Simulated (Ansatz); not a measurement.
Basis-set series for `CO[SiH](F)[SeH]`. The species carries charge 0 and has multiplicity 1. Geometry: relaxed with PBE0-D4/def2-TZVP. It is one conformer, not always the lowest.

```csv
functional,basis,functions,energy (Eh),HOMO (eV),LUMO (eV)
PBE0-D4,def2-SVP,117,-2906.16874,-7.35,0.24
PBE0-D4,def2-TZVPP,253,-2906.83985,-7.46,-0.08
ωB97M-V,def2-SVP,117,-2906.56337,-9.51,2.27
ωB97M-V,def2-TZVPP,253,-2907.24024,-9.63,1.81
```

Give the rows for def2-QZVPP. (Best estimate.)

Ansatz gave: 
| functional | basis | functions | energy (Eh) | HOMO (eV) | LUMO (eV) |
| --- | --- | --- | --- | --- | --- |
| PBE0-D4 | def2-QZVPP | 480 | -2906.91313 | -7.48 | -0.23 |
| ωB97M-V | def2-QZVPP | 480 | -2907.31057 | -9.66 | 1.40 |

Positive LUMOs are unbound and depend on the basis. Scalar relativity is left out up to krypton.
